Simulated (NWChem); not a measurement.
System meant: C2H2ClI; SMILES C=C(Cl)I

NWChem input:

```
start job
memory heap 200 mb stack 900 mb global 1100 mb
geometry units angstroms noautoz
  C     -1.812202     1.320954     0.000000
  C     -0.521876     0.992842     0.000000
  Cl     0.733749     2.169153     0.000000
  I      0.123113    -1.009772     0.000000
  H     -2.587615     0.553802     0.000000
  H     -2.106943     2.373436     0.000000
end
basis spherical
  * library def2-svp
end
ecp
  I library def2-ecp
end
dft
  xc b3lyp
  iterations 4
  mulliken
end
task dft energy
```

End of the output:

```
    Atom       Charge   Shell Charges
 -----------   ------   -------------------------------------------------------
    1 C    6     6.09   1.97  0.61  0.32  1.89  1.24  0.07
    2 C    6     6.29   1.97  0.69  0.36  1.82  1.35  0.11
    3 Cl  17    16.86   2.00  1.96  1.04  0.76  5.82  2.27  2.96  0.05
    4 I   25    24.84   1.25  0.73  1.06  0.80  2.77  3.18  2.50  2.48  9.48  0.58
    5 H    1     0.96   0.63  0.27  0.07
    6 H    1     0.96   0.62  0.27  0.07

 center of mass
 --------------
 x =   0.07867616 y =  -0.22091593 z =   0.00000000

 moments of inertia (a.u.)
 ------------------
        1179.192768994053           0.000000000000           0.000000000000
           0.000000000000         265.186969510571           0.000000000000
           0.000000000000           0.000000000000        1444.379738504623

     Multipole analysis of the density
     ---------------------------------

     L   x y z        total         alpha         beta         nuclear
     -   - - -        -----         -----         ----         -------
     0   0 0 0     -0.000000    -28.000000    -28.000000     56.000000

     1   1 0 0     -0.377383      2.914818      2.914818     -6.207018
     1   0 1 0      0.003317    -26.772781    -26.772781     53.548878
     1   0 0 1     -0.000000     -0.000000     -0.000000      0.000000

     2   2 0 0    -35.776990    -92.931589    -92.931589    150.086189
     2   1 1 0     -1.486849     -0.990880     -0.990880      0.494910
     2   1 0 1      0.000000      0.000000      0.000000      0.000000
     2   0 2 0    -35.461595   -245.725575   -245.725575    455.989555
     2   0 1 1     -0.000000     -0.000000     -0.000000      0.000000
     2   0 0 2    -39.196713    -19.598357    -19.598357      0.000000

 ------------------------------------------------------------------------
 dft energy failed                                                                                  0
 ------------------------------------------------------------------------
 ------------------------------------------------------------------------
  current input line :
    22: task dft energy
 ------------------------------------------------------------------------
 ------------------------------------------------------------------------
 This type of error is most commonly associated with calculations not reaching convergence criteria
 ------------------------------------------------------------------------
 For more information see the NWChem manual at https://nwchemgit.github.io

0:dft energy failed:Received an Error in Communication
```

**Question.** What is wrong, and how is it mended?

**Answer.** The run did not converge; its last values are not results. Cause: the SCF was allowed too few iterations. This input runs:
```
start job
memory heap 200 mb stack 900 mb global 1100 mb
geometry units angstroms noautoz
  C     -1.812202     1.320954     0.000000
  C     -0.521876     0.992842     0.000000
  Cl     0.733749     2.169153     0.000000
  I      0.123113    -1.009772     0.000000
  H     -2.587615     0.553802     0.000000
  H     -2.106943     2.373436     0.000000
end
basis spherical
  * library def2-svp
end
ecp
  I library def2-ecp
end
dft
  xc b3lyp
  iterations 150
  mulliken
end
task dft energy
```
It converges to -835.18285 Ha (B3LYP/def2-SVP with def2 effective core potentials on I).
